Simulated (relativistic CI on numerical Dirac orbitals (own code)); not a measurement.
Ti2+ in a cubic cluster: 3s photoemission with charge transfer

Computed with a charge-transfer multiplet model of a cubic metal-ligand cluster with up to 2 ligand holes, Slater and spin-orbit integrals from Dirac-Coulomb-Breit ions, Slater integrals scaled by 0.7. The ground state mixes d2 with configurations of k ligand holes L, whose averages lie at kΔ + k(k − 1)U_dd/2; a core hole lowers each added d electron by U_cd. 300 K, Lorentzian 1.4 eV and Gaussian 0.8 eV FWHM.

Atomic integrals in eV (Slater integrals scaled, ζ unscaled), ground: F2dd 5.756, F4dd 3.579, zeta_d 0.013; with the core hole: F2dd 6.682, F4dd 4.194, zeta_d 0.018, G2cd 6.912.

Cluster parameters (eV): Δ = 5.1, U_cd = 6.2, 10Dq = 0.95, 10Dq(ligand) = 0.3, V(eg) = 2.15, V(t2g) = -1.07, final-state hopping factor = 0.8.

| Case | n_d | d2 | d3L | d4L2 | S |
| --- | --- | --- | --- | --- | --- |
| U_dd = 4.6 eV | 2.40 | 0.63 | 0.33 | 0.04 | 1.00 |
| U_dd = 5.3 eV | 2.39 | 0.64 | 0.33 | 0.03 | 1.00 |
| U_dd = 6.7 eV | 2.38 | 0.65 | 0.32 | 0.03 | 1.00 |

Weights, n_d and S are thermal averages at 300 K. Binding energies count from the first peak over 30 % of the highest in each spectrum, which can be another peak from case to case. The parameters are a model scan and need not match a compound or its usual spin state. Peaks in eV (height, largest 100):
- U_dd = 4.6 eV: 0.0 (100), 4.1 (57), 11.5 (13)
- U_dd = 5.3 eV: 0.0 (100), 4.1 (56), 11.6 (12)
- U_dd = 6.7 eV: 0.0 (100), 4.0 (55), 7.3 (24), 11.7 (11)

Curve for U_dd = 4.6 eV (points under 2 left out, the grid thinned):

(E (eV), Intensity): (-3.6, 5.3), (-3.2, 6.5), (-2.8, 8.3), (-2.4, 11.0), (-1.9, 16.8), (-1.5, 25.2), (-1.1, 40.6), (-0.7, 65.8), (-0.3, 92.6), (0.1, 98.6), (0.5, 78.9), (1.0, 50.8), (1.4, 38.4), (1.8, 31.3), (2.2, 27.5), (2.6, 28.3), (3.0, 34.9), (3.4, 46.0), (3.8, 55.3), (4.3, 55.9), (4.7, 50.7), (5.1, 44.2), (5.5, 38.3), (5.9, 33.9), (6.3, 30.6), (6.7, 29.0), (7.2, 27.4), (7.6, 24.3), (8.0, 20.5), (8.4, 17.3), (8.8, 14.0), (9.2, 10.9), (9.6, 9.0), (10.0, 8.3), (10.5, 9.3), (10.9, 11.2), (11.3, 12.9), (11.7, 12.7), (12.1, 10.7), (12.5, 8.2), (12.9, 6.1), (13.4, 4.2), (13.8, 3.3), (14.2, 2.6), (14.6, 2.1)

For the case U_dd = 5.3 eV, Δ = 5.1 eV is smaller than U_dd = 5.3 eV, the charge-transfer side of the Zaanen-Sawatzky-Allen scheme. With the core hole the average of the configuration with one ligand hole lies at Δ − U_cd = -1.1 eV before mixing: the effective hopping of about 3.7 eV (from the holes of the mixed ground state) is comparable with this gap or larger, so the configurations mix strongly.

Without intra-shell correlation the exchange splitting of the 3s hole comes out too large.
